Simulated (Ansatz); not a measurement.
A nudged elastic band was laid between two geometries of BCl₂H₅OSi (10 atoms, charge 0, multiplicity 1).

Computed with Ansatz, RKS r2SCAN/cc-pVDZ.

- movable images: 9
- climbing image: yes
- spring: 5.0 eV/Å²
- optimiser: quadratic models (default)
- start path: through a guess of the saddle point
- force threshold: 0.05 eV/Å
- iteration limit: 60
- end points: relaxed

First end point:

```xyz
10
Properties=species:S:1:pos:R:3
B -0.066 -0.072 0.217
Cl -0.226 0.504 1.956
H 0.936 0.295 -0.336
Cl -1.585 0.143 -0.809
O 0.068 -1.702 0.381
Si -0.952 -2.905 -0.432
H -0.359 -4.168 0.092
H -2.369 -2.777 -0.010
H -0.710 -2.733 -1.882
H 0.287 -1.889 1.313
```

Last end point:

```xyz
10
Properties=species:S:1:pos:R:3
B -0.506 -0.063 -0.468
Cl 1.234 -1.299 2.875
H -0.003 0.914 0.012
Cl -1.431 0.088 -1.980
O -0.374 -1.271 0.128
Si -1.010 -2.810 -0.375
H -0.532 -3.743 0.680
H -2.497 -2.726 -0.408
H -0.442 -3.148 -1.710
H 0.586 -1.247 1.738
```

Task: Which bonds break or form, and what moves?

Result: Bonds broken: B1–Cl2, O5–H10. Bonds formed: Cl2–H10. BCl2H5OSi becomes BClH4OSi + ClH.

Task: Give the energies along the band, and the barrier.

Result: The forces met the threshold. The highest image is number 2 of 0 to 10, 0.64 eV above the first end and 0.88 eV above the last; the last end lies 0.24 eV below the first. A vibrational analysis at the climbing image gives one clearly imaginary mode, 898i cm⁻¹: a first-order saddle point. The orbitals stay closed-shell, which can raise the energy where a bond breaks towards radicals; this wasn't checked here.

| image | path coordinate (Å) | energy (eV) | B1–Cl2 (Å) | O5–H10 (Å) | Cl2–H10 (Å) |
| --- | --- | --- | --- | --- | --- |
| 0 | 0.00 | 0.00 | 1.84 | 0.98 | 2.53 |
| 1 | 0.54 | 0.13 | 1.91 | 1.00 | 2.05 |
| 2 | 1.07 | 0.64 | 2.25 | 1.25 | 1.54 |
| 3 | 1.58 | 0.13 | 2.72 | 1.71 | 1.33 |
| 4 | 2.10 | -0.11 | 3.17 | 2.01 | 1.30 |
| 5 | 2.61 | -0.16 | 3.48 | 2.07 | 1.30 |
| 6 | 3.12 | -0.19 | 3.66 | 1.99 | 1.30 |
| 7 | 3.63 | -0.21 | 3.81 | 1.92 | 1.31 |
| 8 | 4.14 | -0.23 | 3.92 | 1.89 | 1.31 |
| 9 | 4.65 | -0.24 | 3.97 | 1.88 | 1.31 |
| 10 | 5.17 | -0.24 | 3.97 | 1.87 | 1.31 |

Task: What is the geometry of the highest image?

Result: 
```xyz
10
Properties=species:S:1:pos:R:3
B -0.022 -0.214 -0.064
Cl -0.231 -0.017 2.168
H 0.981 0.407 -0.257
Cl -1.524 0.268 -0.903
O 0.122 -1.666 0.200
Si -0.910 -2.938 -0.409
H -0.256 -4.176 0.098
H -2.282 -2.785 0.149
H -0.886 -2.862 -1.894
H 0.034 -1.321 1.403
```

Task: What are the harmonic wavenumbers there?

Result: 898i, 72, 127, 143, 166, 376, 418, 454, 668, 703, 723, 780, 870, 902, 928, 931, 945, 1045, 1115, 1527, 2241, 2260, 2271, 2706 cm⁻¹.

The band took 20 iterations and about 13 core-minutes.

Time of the run: 3.5 min on 4 threads of Intel(R) Xeon(R) 6975P-C (Granite Rapids), on a shared host, peak memory 0.21 GiB.
